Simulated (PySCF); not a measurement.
## Al²⁺ (aluminium, charge +2) across methods

[Ne] 3s1, 2S determinant. Computed with PySCF 2.14 in aug-cc-pV(D+d)Z (5s4p3d, 32 functions), with no relativity, point nucleus.

```csv
method,E (hartree),mean ε 2p α (eV),mean ε 2p β (eV),mean ε 3s α (eV),Σ⟨r²⟩ (bohr²),⟨S²⟩
LDA,-240.3867,-90.729,-90.527,-24.560,9.363,0.750
UHF,-241.02368,-108.30,-108.06,-28.024,9.461,0.750
PBE,-241.3088,-90.773,-90.553,-24.480,9.391,0.750
r2SCAN,-241.4243,-92.442,-92.284,-24.655,9.375,0.750
PBE0,-241.3355,-95.471,-95.248,-25.472,9.389,0.750
wB97X-V,-241.4093,-97.463,-97.303,-27.630,9.437,0.750
LC-wPBE,-241.3517,-96.666,-96.471,-28.171,9.394,0.750
r2SCANh,-241.4234,-94.130,-93.967,-25.032,9.373,0.750
```

Problem. Estimate the same row for B97-3.

Solution. E (hartree) = -241.4222; mean ε 2p α (eV) = -95.770; mean ε 2p β (eV) = -95.630; mean ε 3s α (eV) = -25.474; Σ⟨r²⟩ (bohr²) = 9.347; ⟨S²⟩ = 0.750.
